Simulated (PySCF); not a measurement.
# `InChI=1S/C5H5BF2O2/c1-9-5-3-2-4(10-5)6(7)8/h2-3H,1H3`

Geometry (Å), atoms numbered from 1 in this order:
```xyz
15

C    -2.5093    0.8884   -0.1462
O    -1.9785   -0.3985   -0.4032
C    -0.6892   -0.5840   -0.2081
C     0.0636   -1.7273   -0.3665
C     1.3784   -1.3385   -0.0199
C     1.3546   -0.0052    0.3271
B     2.4388    0.9617    0.7779
F     3.6928    0.5490    0.9020
F     2.1840    2.2293    1.0593
O     0.0500    0.4403    0.1984
H    -3.5823    0.8221   -0.3584
H    -2.3534    1.1799    0.9039
H    -2.0460    1.6461   -0.7966
H    -0.3032   -2.6971   -0.6889
H     2.2680   -1.9663   -0.0169
```

The calculation used PySCF 2.14.0, quadratic response CAM-B3LYP/aug-cc-pVDZ first hyperpolarisability, Taylor convention, gas phase. Geometry: PBE0-D3(BJ)/def2-SVP.

Q: Give the tensor of the second harmonic β(−2ω;ω,ω) at 1064 nm in the axes of these coordinates.

A: In au, Taylor convention; rows are the first index (the induced dipole):
```csv
,xx,yy,zz,xy,xz,yz
x,-506.8,-107.8,-80.8,-254.0,-148.9,-69.4
y,-250.3,+53.7,+2.6,-118.5,-72.5,-18.2
z,-148.4,-16.1,-17.7,-73.0,-78.5,+2.5
```
Norm of βᵢ = ⅓ Σⱼ (βᵢⱼⱼ + βⱼᵢⱼ + βⱼⱼᵢ): 751.0 au, hyper-Rayleigh value 317.2 au.
